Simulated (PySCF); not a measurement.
Compound: C7H6F (charge +1).
SMILES with atom numbers: `[CH:1]#[C:2][C+:3]1[CH2:4][CH2:5][CH:6]=[C:7]1[F:8]` (hydrogens: H9 on C1; H10, H11 on C4; H12, H13 on C5; H14 on C6)

Computed geometry: GFN2-xTB, gas phase.

Task: List the bond lengths, angles and torsions at this level.

Result: 
| bond | length (Å) |
| --- | --- |
| C1≡C2 | 1.211 |
| C2–C3 | 1.381 |
| C3–C4 | 1.472 |
| C4–C5 | 1.529 |
| C5–C6 | 1.463 |
| C6=C7 | 1.372 |
| C7–F8 | 1.312 |
| C3–C7 | 1.413 |
| C1–H9 | 1.055 |
| C4–H10, C4–H11 | 1.096 |
| C5–H12, C5–H13 | 1.097 |
| C6–H14 | 1.078 |

Bonds in one row agree within 0.01 Å and their mean is given. A selection of angles:
| angle | degrees |
| --- | --- |
| C1–C2–C3 | 178.1 |
| C2–C3–C4 | 125.9 |
| C2–C3–C7 | 125.3 |
| C4–C3–C7 | 108.9 |
| C3–C4–C5 | 105.0 |
| C4–C5–C6 | 105.1 |
| C5–C6–C7 | 110.4 |
| C6–C7–F8 | 125.6 |
| C3–C7–C6 | 110.6 |
| C3–C7–F8 | 123.8 |

Dihedral angles: C2–C3–C4–C5 180° (antiperiplanar); C3–C4–C5–C6 0° (synperiplanar); C4–C5–C6–C7 0° (synperiplanar); C5–C6–C7–F8 180° (antiperiplanar); C2–C3–C7–C6 180° (antiperiplanar).

C3 (carbon bonded to 3 C) is planar (angles 125.9°, 125.3° and 108.9°, sum 360.0°, 0.00 Å off the plane of its three neighbours). The 7 C–C bonds span 1.211 Å (C1≡C2, drawn triple) to 1.529 Å (C4–C5, drawn single), a spread of 0.318 Å. The 8 heavy atoms lie in one plane (0.001 Å rms). The 5-membered ring C3–C4–C5–C6–C7 has internal angles of 105.0° to 110.6°; it is planar, 0.00 Å rms from its mean plane, widest ring torsion 0°. C7 (carbon bonded to 2 C and F) is planar (angles 125.6°, 123.8° and 110.6°, sum 360.0°, 0.00 Å off the plane of its three neighbours). C6 (carbon bonded to 2 C and H) is planar (angles 124.9°, 124.7° and 110.4°, sum 360.0°, 0.00 Å off the plane of its three neighbours).

Point group: Cs (tolerance 0.08 Å). Stationary, but not proved a minimum.
